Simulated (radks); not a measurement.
The phosphorus ion P3+, configuration [Ne] 3s1 4s1 (not the ground configuration). Method: non-relativistic Kohn-Sham, TPSS, spin-polarised, spherical densities, point nucleus; open shells are filled with parallel spins first; meta-GGA in the generalised Kohn-Sham scheme; computed with a radial shooting solver on a logarithmic mesh with Libxc functionals. Some entries of the table are withheld. Estimate them.

orbital,occ.,eigenvalue (Ry),<1/r> (bohr^-1)
1s up,1,-156.8884,14.57
1s down,1,-156.8664,14.57
2s up,1,(1),2.820
2s down,1,(2),2.822
2p up,3,-12.66230,2.717
2p down,3,-12.62866,2.720
3s up,1,-3.76240,0.8566
4s up,1,(3),0.3808

Answer. 
(1) 2s up eigenvalue (Ry): -16.29729
(2) 2s down eigenvalue (Ry): -16.26193
(3) 4s up eigenvalue (Ry): -1.55280
